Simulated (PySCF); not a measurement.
Compound: C4H3ClO2S2.
Geometry (PBE0-D3(BJ)/def2-SVP, Å), atoms numbered from 1 in this order:
```xyz
12
C4H3ClO2S2 angstrom
O     -5.9143    1.2955    1.1084
S     -5.6129    1.1448   -0.2969
O     -6.1147    0.0563   -1.1046
Cl    -6.2591    2.9086   -1.2232
C     -3.8908    1.2648   -0.5185
C     -3.1802    0.7354   -1.5693
C     -1.8015    1.0394   -1.4596
C     -1.5198    1.7923   -0.3442
S     -2.9087    2.1371    0.5919
H     -3.6463    0.1543   -2.3655
H     -1.0429    0.7116   -2.1709
H     -0.5462    2.1533   -0.0126
```

Computed with TDDFT wB97X-D/def2-SVPD, vertical, gas phase, core orbitals frozen in the response in PySCF 2.14.0, density-fitted response routines.

Frontier orbitals with the atoms that hold most of them (Löwdin shares over 4%, at most four atoms; ? is withheld):

| orbital | ε (eV) | atoms |
| --- | --- | --- |
| HOMO-3 | -11.64 | Cl4 39%, O1 20%, O3 20%, S2 8% |
| HOMO-2 | -11.10 | Cl4 57%, O1 21%, O3 21% |
| HOMO-1 | -10.17 | ? |
| HOMO | -9.85 | ? |
| LUMO | -0.89 | Cl4 23%, S2 17%, C8 11%, C5 10% |
| LUMO+1 | 0.37 | Cl4 22%, S2 16%, S9 12%, C5 12% |
| LUMO+2 | 1.42 | S9 66%, C5 8%, C8 7%, H12 6% |

Task: Which atoms hold the HOMO-1, and with what shares?

Result: S9 (bonded to 2 C) 42%; C6 (bonded to 2 C and H) 22%; C7 (bonded to 2 C and H) 14%; C5 (bonded to C and 2 S) 10%. By element: carbon 46% or more, sulfur 42% or more.

Task: Give the leading atoms of the HOMO.

Result: C5 (bonded to C and 2 S) 26%; C8 (bonded to C, S and H) 25%; C7 (bonded to 2 C and H) 18%; Cl4 (bonded to S) 10%. By element: carbon 69% or more, chlorine 10%.

Task: The HOMO–LUMO gap is 8.96 eV. Where does the response calculation put the lowest singlet, and from which orbitals?

Result: S1 is at 4.89 eV (f = 0.140), 4.07 eV below the gap, made of HOMO→LUMO (91%). Without the coupling terms of the response equations the lowest excitation would equal the gap.

Task: One configuration dominates each of S1, S2 and S3. Which, and how do the shares of the two leading atoms of either orbital change from the occupied to the empty one?

Result: 
- S1 (4.89 eV, f 0.140), HOMO→LUMO (91%): C5 26% → 10%, C8 25% → 11%, Cl4 10% → 23%, S2 at most 10% → 17%
- S2 (5.30 eV, f 0.071), HOMO-1→LUMO (86%): S9 42% → at most 11%, C6 22% → at most 11%, Cl4 at most 11% → 23%, S2 at most 11% → 17%
- S3 (5.42 eV, f 0.0011), HOMO-2→LUMO (73%): Cl4 57% → 23%, O1 21% → at most 11%, S2 at most 2% → 17%

Löwdin shares depend on the basis, the more so with diffuse functions.

One conformer stands for the species.
